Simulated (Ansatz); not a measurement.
Ansatz (a program for electronic structure) input (B3LYP/6-31G* with LANL2DZ past Ar): The .json file joins the Basis Set Exchange's 6-31G* for atoms up to Ar and LANL2DZ past it.

Ansatz 0.2 input:
```yaml
crystal:
  periodic: [false, false, false]
  atoms:
    - {symbol: W, position_ang: [0.03113723, 0.04481078, 0.04199179]}
    - {symbol: O, position_ang: [1.53504396, -0.52643795, -0.53511530]}
    - {symbol: O, position_ang: [-0.50050820, -0.89459079, 1.36712989]}
    - {symbol: F, position_ang: [-1.17560458, 0.89469244, -1.08483432]}
basis:
  gaussian:
    orbitals: 6-31Gs+LANL2DZ.json
hamiltonian:
  xc: {name: B3LYP}
magnetization: {spin_polarized: true, initial_magnetization: 1}
phonons: {temperatures: {t_min: 298.15, t_max: 298.15, t_step: 100}}
```

Output:

```
WARN ansatz: RAYON_NUM_THREADS=1 ignored (pool sized by the plan → 1); use --threads N
Functional definition: B3LYP
integrals: 0.02 GiB planned
706 factors; integrals over basis functions are off by at most 3.0e-4 eV
mean field: 0.32 GiB planned
mean field evaluation 1: about -8641.0428 eV, gradient 6.8e1 eV
mean field evaluation 2: about -8384.7601 eV, gradient 2.2e2 eV
mean field evaluation 4: about -8657.0212 eV, gradient 2.2e1 eV
mean field evaluation 8: about -8658.6312 eV, gradient 1.9e-1 eV
mean field evaluation 16: about -8658.6320 eV, gradient 3.8e-4 eV
mean field -8658.63202198 eV, -318.1988577763 hartree, gradient 1.8e-5 eV, S^2 0.755725; 0 other end points of the search recorded, 0 dependent functions left out
the calculation of the forces begins
reference -8658.63230958 eV, -318.1988683453 hartree; 20, 19 occupied and 47, 48 virtual orbitals, 706 factors
these checks for a lower state are left out or cut short: stability, starts, cluster_reference, orbital_swaps, neighbouring_geometries, increment
integrals: 0.02 GiB planned
706 factors; integrals over basis functions are off by at most 3.0e-4 eV
mean field: 0.32 GiB planned
mean field -8658.63187787 eV, -318.1988524801 hartree, gradient 1.2e-6 eV, S^2 0.755685; 0 other end points of the search recorded, 0 dependent functions left out
the calculation of the forces begins
reference -8658.63216550 eV, -318.1988630506 hartree; 20, 19 occupied and 47, 48 virtual orbitals, 706 factors
these checks for a lower state are left out or cut short: stability, starts, cluster_reference, orbital_swaps, neighbouring_geometries, increment
integrals: 0.02 GiB planned
706 factors; integrals over basis functions are off by at most 3.0e-4 eV
mean field: 0.32 GiB planned
mean field evaluation 32: about -8658.6319 eV, gradient 2.6e-4 eV
mean field -8658.63187670 eV, -318.1988524372 hartree, gradient 1.2e-6 eV, S^2 0.755766; 0 other end points of the search recorded, 0 dependent functions left out
the calculation of the forces begins
reference -8658.63216425 eV, -318.1988630046 hartree; 20, 19 occupied and 47, 48 virtual orbitals, 706 factors
these checks for a lower state are left out or cut short: stability, starts, cluster_reference, orbital_swaps, neighbouring_geometries, increment
integrals: 0.02 GiB planned
706 factors; integrals over basis functions are off by at most 3.0e-4 eV
mean field: 0.32 GiB planned
mean field -8658.63184151 eV, -318.1988511441 hartree, gradient 2.7e-6 eV, S^2 0.755710; 0 other end points of the search recorded, 0 dependent functions left out
the calculation of the forces begins
reference -8658.63212913 eV, -318.1988617140 hartree; 20, 19 occupied and 47, 48 virtual orbitals, 706 factors
these checks for a lower state are left out or cut short: stability, starts, cluster_reference, orbital_swaps, neighbouring_geometries, increment
integrals: 0.02 GiB planned
706 factors; integrals over basis functions are off by at most 3.0e-4 eV
mean field: 0.32 GiB planned
mean field -8658.63183949 eV, -318.1988510697 hartree, gradient 2.3e-6 eV, S^2 0.755742; 0 other end points of the search recorded, 0 dependent functions left out
the calculation of the forces begins
reference -8658.63212706 eV, -318.1988616377 hartree; 20, 19 occupied and 47, 48 virtual orbitals, 706 factors
these checks for a lower state are left out or cut short: stability, starts, cluster_reference, orbital_swaps, neighbouring_geometries, increment
integrals: 0.02 GiB planned
706 factors; integrals over basis functions are off by at most 3.0e-4 eV
mean field: 0.32 GiB planned
mean field -8658.63188361 eV, -318.1988526913 hartree, gradient 2.6e-6 eV, S^2 0.755773; 0 other end points of the search recorded, 0 dependent functions left out
the calculation of the forces begins
reference -8658.63217125 eV, -318.1988632617 hartree; 20, 19 occupied and 47, 48 virtual orbitals, 706 factors
these checks for a lower state are left out or cut short: stability, starts, cluster_reference, orbital_swaps, neighbouring_geometries, increment
integrals: 0.02 GiB planned
706 factors; integrals over basis functions are off by at most 3.0e-4 eV
mean field: 0.32 GiB planned
mean field -8658.63188726 eV, -318.1988528252 hartree, gradient 1.9e-6 eV, S^2 0.755679; 0 other end points of the search recorded, 0 dependent functions left out
the calculation of the forces begins
reference -8658.63217481 eV, -318.1988633927 hartree; 20, 19 occupied and 47, 48 virtual orbitals, 706 factors
these checks for a lower state are left out or cut short: stability, starts, cluster_reference, orbital_swaps, neighbouring_geometries, increment
integrals: 0.02 GiB planned
706 factors; integrals over basis functions are off by at most 3.0e-4 eV
mean field: 0.32 GiB planned
mean field evaluation 64: about -8658.6320 eV, gradient 1.6e-4 eV
mean field -8658.63199670 eV, -318.1988568473 hartree, gradient 1.7e-6 eV, S^2 0.755713; 0 other end points of the search recorded, 0 dependent functions left out
the calculation of the forces begins
reference -8658.63228430 eV, -318.1988674162 hartree; 20, 19 occupied and 47, 48 virtual orbitals, 706 factors
these checks for a lower state are left out or cut short: stability, starts, cluster_reference, orbital_swaps, neighbouring_geometries, increment
integrals: 0.02 GiB planned
706 factors; integrals over basis functions are off by at most 3.0e-4 eV
mean field: 0.32 GiB planned
mean field -8658.63199629 eV, -318.1988568321 hartree, gradient 2.3e-6 eV, S^2 0.755737; 0 other end points of the search recorded, 0 dependent functions left out
the calculation of the forces begins
reference -8658.63228389 eV, -318.1988674012 hartree; 20, 19 occupied and 47, 48 virtual orbitals, 706 factors
these checks for a lower state are left out or cut short: stability, starts, cluster_reference, orbital_swaps, neighbouring_geometries, increment
integrals: 0.02 GiB planned
706 factors; integrals over basis functions are off by at most 3.0e-4 eV
mean field: 0.32 GiB planned
mean field -8658.63199739 eV, -318.1988568724 hartree, gradient 1.7e-6 eV, S^2 0.755714; 0 other end points of the search recorded, 0 dependent functions left out
the calculation of the forces begins
reference -8658.63228497 eV, -318.1988674410 hartree; 20, 19 occupied and 47, 48 virtual orbitals, 706 factors
these checks for a lower state are left out or cut short: stability, starts, cluster_reference, orbital_swaps, neighbouring_geometries, increment
integrals: 0.02 GiB planned
706 factors; integrals over basis functions are off by at most 3.0e-4 eV
mean field: 0.32 GiB planned
mean field -8658.63199249 eV, -318.1988566924 hartree, gradient 1.1e-6 eV, S^2 0.755737; 0 other end points of the search recorded, 0 dependent functions left out
the calculation of the forces begins
reference -8658.63228010 eV, -318.1988672618 hartree; 20, 19 occupied and 47, 48 virtual orbitals, 706 factors
these checks for a lower state are left out or cut short: stability, starts, cluster_reference, orbital_swaps, neighbouring_geometries, increment
integrals: 0.02 GiB planned
706 factors; integrals over basis functions are off by at most 3.0e-4 eV
mean field: 0.32 GiB planned
mean field -8658.63193873 eV, -318.1988547167 hartree, gradient 2.8e-6 eV, S^2 0.755719; 0 other end points of the search recorded, 0 dependent functions left out
the calculation of the forces begins
reference -8658.63222624 eV, -318.1988652827 hartree; 20, 19 occupied and 47, 48 virtual orbitals, 706 factors
these checks for a lower state are left out or cut short: stability, starts, cluster_reference, orbital_swaps, neighbouring_geometries, increment
integrals: 0.02 GiB planned
706 factors; integrals over basis functions are off by at most 3.0e-4 eV
mean field: 0.32 GiB planned
mean field evaluation 96: about -8658.6319 eV, gradient 2.8e-6 eV
mean field -8658.63194065 eV, -318.1988547874 hartree, gradient 2.8e-6 eV, S^2 0.755732; 0 other end points of the search recorded, 0 dependent functions left out
the calculation of the forces begins
reference -8658.63222833 eV, -318.1988653592 hartree; 20, 19 occupied and 47, 48 virtual orbitals, 706 factors
these checks for a lower state are left out or cut short: stability, starts, cluster_reference, orbital_swaps, neighbouring_geometries, increment
integrals: 0.02 GiB planned
706 factors; integrals over basis functions are off by at most 3.0e-4 eV
mean field: 0.32 GiB planned
mean field -8658.63200834 eV, -318.1988572749 hartree, gradient 1.5e-6 eV, S^2 0.755717; 0 other end points of the search recorded, 0 dependent functions left out
the calculation of the forces begins
reference -8658.63229590 eV, -318.1988678425 hartree; 20, 19 occupied and 47, 48 virtual orbitals, 706 factors
these checks for a lower state are left out or cut short: stability, starts, cluster_reference, orbital_swaps, neighbouring_geometries, increment
integrals: 0.02 GiB planned
706 factors; integrals over basis functions are off by at most 3.0e-4 eV
mean field: 0.32 GiB planned
mean field -8658.63200970 eV, -318.1988573248 hartree, gradient 2.0e-6 eV, S^2 0.755734; 0 other end points of the search recorded, 0 dependent functions left out
the calculation of the forces begins
reference -8658.63229733 eV, -318.1988678951 hartree; 20, 19 occupied and 47, 48 virtual orbitals, 706 factors
Total energy: -8658.63230958 eV, -318.1988683453 hartree
Atom 0 at     0.031137     0.044811     0.041992 Å, force     0.000143    -0.000875    -0.000016 eV/Å
Atom 1 at     1.535044    -0.526438    -0.535115 Å, force    -0.000911     0.000071     0.000971 eV/Å
Atom 2 at    -0.500508    -0.894591     1.367130 Å, force     0.000983     0.000414    -0.000800 eV/Å
Atom 3 at    -1.175605     0.894692    -1.084834 Å, force    -0.000215     0.000390    -0.000155 eV/Å
Dipole moment:    -0.126507     0.394555    -0.059012 e Å
Vibrations: 95.57 201.30 329.40 726.15 1005.47 1046.90 cm⁻¹, zero-point energy 0.211070 eV
```

The blocks after the first are displaced geometries, from whose forces the wavenumbers follow.
